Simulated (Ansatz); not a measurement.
Program: Ansatz. Geometries: PBE0-D4/def2-TZVP. ΔE: electronic, gas phase. CCSD(T)/CBS adds triple-zeta CCSD(T) − MP2 to the extrapolated MP2 energy (def2 sets, frozen cores). This one scheme is used for every species. Double bonds are as drawn, so ΔE can hold a change between cis and trans. Functionals use def2-TZVPP. For Se outer-core shells are correlated without core-valence functions, which leaves a few kJ/mol of doubt a bond. Scalar relativity is left out up to krypton. One conformer a species, not always the lowest.

Consider the substitution at a C–Si bond: `C[SiH2]/C=C/[SiH3]` + `S[SiH2][SeH]` → `C[Se][SiH2]S` + `[SiH3]/C=C/[SiH3]`.

```
             level  ΔE (kJ/mol)  difference from CCSD(T)/CBS
         r2SCAN-D4         44.4                          2.4
           PBE0-D4         42.6                          0.6
           ωB97X-V         42.2                          0.2
            B2PLYP         41.5                         -0.5
               PBE         41.4                         -0.6
            r2SCAN         44.7                          2.7
              PBE0         44.0                          2.0
     HF/def2-TZVPP         43.7                          1.7
    MP2/def2-TZVPP         39.6                         -2.4
SCS-MP2/def2-TZVPP         38.1                         -3.9
   CCSD/def2-TZVPP         42.1                          0.1
     HF/def2-QZVPP         44.1                          2.1
    MP2/def2-QZVPP         40.6                         -1.4
SCS-MP2/def2-QZVPP         39.2                         -2.8
     MP2/CBS(def2)         41.1                         -0.9
    CCSD/CBS(def2)         43.7                          1.7
       CCSD(T)/CBS         42.0                            0
```

Largest T1 diagnostic among the species: 0.012.

In def2-TZVPP, CCSD(T) changes the Hartree–Fock value by −3.2 kJ/mol (the triples alone add −1.6 kJ/mol) and MP2 by −4.1 kJ/mol.
